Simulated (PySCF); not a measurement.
SMILES C(C)(C)c1c(C)cccc1, GFN2-xTB optimised geometry.

```
24

C     -1.80    -1.79     0.00
C     -1.00    -0.51     0.00
C     -1.67     0.70     0.00
C     -0.99     1.91     0.01
C      0.39     1.91     0.00
C      1.07     0.70     0.00
C      0.40    -0.51     0.00
C      1.20    -1.80    -0.01
C      2.02    -1.91    -1.30
C      2.11    -1.88     1.22
H     -1.57    -2.39    -0.88
H     -2.86    -1.56    -0.01
H     -1.58    -2.38     0.88
H     -2.75     0.70     0.00
H     -1.54     2.84     0.01
H      0.93     2.84     0.00
H      2.15     0.72     0.00
H      0.52    -2.65     0.03
H      2.56    -2.85    -1.32
H      2.75    -1.10    -1.37
H      1.37    -1.85    -2.17
H      2.62    -2.84     1.24
H      1.52    -1.78     2.13
H      2.86    -1.09     1.21
```

Density from B3LYP/def2-SVP in PySCF at that geometry.

Minimum of the electron density along straight lines between bonded atoms, close to the bond critical point (lines longer than 1.1 times the sum of covalent radii, or with two minima, are not listed):

```csv
bond,length / Å,ρ at the minimum / e bohr⁻³,∇²ρ there / e bohr⁻⁵,position (fraction from the first atom)
C1–C2,1.502,0.255,-0.60,0.50
C2–C3,1.390,0.312,-0.80,0.50
C3–C4,1.382,0.316,-0.82,0.50
C4–C5,1.383,0.315,-0.82,0.50
C5–C6,1.382,0.315,-0.82,0.50
C2–C7,1.398,0.307,-0.76,0.50
C6–C7,1.390,0.311,-0.79,0.50
C7–C8,1.513,0.254,-0.59,0.51
C8–C9,1.531,0.243,-0.55,0.50
C8–C10,1.531,0.243,-0.55,0.50
C1–H11,1.089,0.275,-1.00,0.62
C1–H12,1.087,0.278,-1.02,0.63
C1–H13,1.090,0.275,-1.00,0.62
C3–H14,1.081,0.283,-1.06,0.62
C4–H15,1.080,0.283,-1.07,0.63
C5–H16,1.080,0.283,-1.07,0.63
C6–H17,1.080,0.284,-1.07,0.62
C8–H18,1.092,0.280,-1.01,0.62
C9–H19,1.088,0.277,-1.01,0.62
C9–H20,1.087,0.278,-1.02,0.62
C9–H21,1.088,0.277,-1.02,0.62
C10–H22,1.088,0.277,-1.01,0.62
C10–H24,1.087,0.278,-1.02,0.62
```
